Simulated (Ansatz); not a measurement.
`Sc1sc(-c2sc(-c3sc(S)c4c3OCCO4)c3c2OCCO3)c2c1OCCO2` with charge +1. Charge 1, multiplicity 2. Geometry PBE-D4/def2-SVP; atoms count from 1.

```tsv
atom	x (Å)	y (Å)	z (Å)
S1	-1.0707	-0.1763	6.8485
C2	-0.7010	0.0030	5.1592
S3	-1.3358	-1.0962	3.9578
C4	-0.4998	-0.2346	2.6527
C5	-0.6096	-0.6211	1.3001
S6	0.1945	0.2479	-0.0125
C7	-0.4871	-0.8416	-1.2265
C8	-0.2121	-0.7176	-2.6049
S9	-0.8773	-1.8345	-3.8108
C10	-0.0560	-1.0019	-5.1098
S11	-0.2145	-1.5086	-6.7652
C12	0.6978	0.0794	-4.6396
C13	0.6085	0.2406	-3.2381
O14	1.2606	1.2149	-2.5664
C15	2.2711	1.8614	-3.3688
C16	1.7633	2.1285	-4.7800
O17	1.4215	0.8985	-5.4436
C18	-1.2969	-1.8228	-0.6101
C19	-1.3619	-1.7029	0.7880
O20	-2.0904	-2.5301	1.5725
C21	-3.0349	-3.3117	0.8139
C22	-2.3919	-3.8637	-0.4515
O23	-1.9322	-2.7954	-1.3036
C24	0.2252	0.8544	3.1829
C25	0.1098	0.9888	4.5854
O26	0.7343	1.9590	5.2993
C27	1.7911	2.5779	4.5441
C28	1.3307	2.8994	3.1281
O29	0.9516	1.7005	2.4198
H30	-0.2579	0.8594	7.2140
H31	0.5378	-0.4690	-7.2345
H32	2.5193	2.8084	-2.8538
H33	3.1762	1.2159	-3.3963
H34	0.8704	2.7920	-4.7514
H35	2.5490	2.6105	-5.3917
H36	-3.9102	-2.6745	0.5598
H37	-3.3673	-4.1328	1.4763
H38	-1.5306	-4.5195	-0.1968
H39	-3.1242	-4.4443	-1.0433
H40	2.6729	1.8995	4.5204
H41	2.0654	3.5039	5.0837
H42	0.4629	3.5943	3.1493
H43	2.1484	3.3612	2.5436
```

Single mean-field runs in def2-TZVP are fitted with def2-universal-jkfit.

Problem. Estimate the Mulliken populations of the heavy atoms from the PBE0/def2-TZVP orbitals of Ansatz.

Solution. 
| atom | charge (e) | spin (α − β) |
| --- | --- | --- |
| S1 | -0.08 | 0.08 |
| C2 | -0.03 | 0.17 |
| S3 | 0.07 | -0.02 |
| C4 | -0.10 | 0.04 |
| C5 | 0.02 | 0.15 |
| S6 | 0.05 | -0.04 |
| C7 | 0.02 | 0.15 |
| C8 | -0.10 | 0.04 |
| S9 | 0.07 | -0.02 |
| C10 | -0.03 | 0.17 |
| S11 | -0.08 | 0.08 |
| C12 | 0.14 | -0.04 |
| C13 | 0.18 | 0.09 |
| O14 | -0.24 | 0.02 |
| C15 | -0.08 | 0.00 |
| C16 | -0.08 | 0.00 |
| O17 | -0.26 | 0.00 |
| C18 | 0.21 | 0.01 |
| C19 | 0.21 | 0.01 |
| O20 | -0.25 | 0.01 |
| C21 | -0.09 | 0.00 |
| C22 | -0.09 | 0.00 |
| O23 | -0.25 | 0.01 |
| C24 | 0.18 | 0.09 |
| C25 | 0.14 | -0.04 |
| O26 | -0.26 | 0.00 |
| C27 | -0.08 | 0.00 |
| C28 | -0.08 | 0.00 |
| O29 | -0.24 | 0.02 |
Mulliken values depend strongly on the basis.

Problem. Where does the spin sit?

Solution. Summed by element: S 0.08, C 0.84, O 0.07, H 0.01, of 1 unpaired in all. Largest on single atoms: C10 0.17, C2 0.17, C7 0.15.

Problem. And the Mayer bond orders between heavy atoms (over 0.3)?

Solution. S1–C2 1.20 (1.74 Å); C2–S3 1.22 (1.75 Å); C2–C25 1.40 (1.40 Å); S3–C4 1.22 (1.77 Å); C4–C5 1.21 (1.41 Å); C4–C24 1.23 (1.41 Å); C5–S6 1.22 (1.77 Å); C5–C19 1.19 (1.41 Å); S6–C7 1.22 (1.77 Å); C7–C8 1.21 (1.41 Å); C7–C18 1.19 (1.41 Å); C8–S9 1.23 (1.77 Å); C8–C13 1.23 (1.41 Å); S9–C10 1.22 (1.75 Å); C10–S11 1.20 (1.74 Å); C10–C12 1.40 (1.40 Å); C12–C13 1.27 (1.41 Å); C12–O17 1.11 (1.36 Å); C13–O14 1.12 (1.35 Å); O14–C15 0.93 (1.44 Å); C15–C16 1.02 (1.52 Å); C16–O17 0.94 (1.44 Å); C18–C19 1.35 (1.40 Å); C18–O23 1.11 (1.35 Å); C19–O20 1.11 (1.35 Å); O20–C21 0.93 (1.44 Å); C21–C22 1.03 (1.52 Å); C22–O23 0.93 (1.44 Å); C24–C25 1.27 (1.41 Å); C24–O29 1.12 (1.35 Å); C25–O26 1.11 (1.36 Å); O26–C27 0.94 (1.44 Å); C27–C28 1.02 (1.52 Å); C28–O29 0.93 (1.44 Å).
